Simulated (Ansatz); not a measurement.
Geometry optimisation, Ansatz, RKS CAM-B3LYP-D4/def2-SVP.

input.yaml

```yaml
crystal:
  periodic: [false, false, false]
  atoms:
    - { symbol: Si, position_ang: [0.0, 0.0, 0.0] }
    - { symbol: "N", position_ang: [0.0, 0.0, 2.17] }
    - { symbol: H, position_ang: [-0.877, -0.2713, 2.7] }
    - { symbol: H, position_ang: [0.877, 0.2713, 2.7] }
    - { symbol: H, position_ang: [1.3768, 0.0, -0.4862] }
    - { symbol: F, position_ang: [-0.7489, 1.2974, -0.5295] }
    - { symbol: F, position_ang: [-0.7489, -1.2974, -0.5295] }
    - { symbol: O, position_ang: [1.0334, -1.5693, 0.6243] }
    - { symbol: H, position_ang: [0.4671, -2.4013, 0.5398] }
    - { symbol: H, position_ang: [0.6708, -1.0187, 1.7475] }
basis:
  gaussian: { orbitals: def2-SVP }
hamiltonian:
  xc: cam_b3lyp
  dispersion: d4
relax:
  f_tol: 0.15
  max_steps: 25
  restrain:
    - { distance: [0, 7], at: 2.88, k: 30.0 }
    - { distance: [9, 1], at: 2.26, k: 30.0 }
    - { distance: [0, 1], at: 1.82, k: 30.0 }
    - { distance: [9, 7], at: 1.01, k: 30.0 }
```

Launched with:

```bash
$ ansatz run input.yaml --threads 4 --pin off --max-ram 5120MiB --backend cpu --events-out ev --progress --plain --runs-dir out
```

Problem. Where does it end, and by what steps?

Solution. The forces met the threshold. The restraints hold the end off the free minimum; the threshold counts their pulls, which the force column leaves out. Restrained pairs: Si1–O8 (1.98 → 2.88 Å), N2–H10 (1.29 → 2.26 Å), Si1–N2 (2.17 → 1.77 Å), O8–H10 (1.30 → 0.98 Å). After 10 steps the energy has fallen by 3.008 eV (the restraints' own energy left out); H10 moved furthest, 0.92 Å.

```
step  energy less start (eV)  largest force component (eV/Å)  accepted
   0                  0.0000                           3.680       yes
   1                 -0.6807                           3.321       yes
   2                 -1.2426                           3.848       yes
   3                 -1.8538                           3.764       yes
   4                 -2.7032                           1.822       yes
   5                 -2.8651                           1.543       yes
   6                 -2.9267                           1.612       yes
   7                 -2.9332                           1.576       yes
   8                 -2.9921                           1.373       yes
   9                 -3.0079                           1.481       yes
  10                 -3.0084                           1.531       yes
```

```xyz
10
Properties=species:S:1:pos:R:3
Si -0.050 0.192 0.193
N -0.058 0.111 1.965
H -0.950 0.205 2.442
H 0.664 0.644 2.440
H 1.297 0.367 -0.368
F -0.976 1.406 -0.334
F -0.838 -1.105 -0.359
O 1.376 -2.218 0.873
H 0.674 -2.684 0.402
H 0.911 -1.906 1.682
```

The run took 18 s on 4 threads of Arm Neoverse V1, on a shared host, peak memory 0.24 GiB.
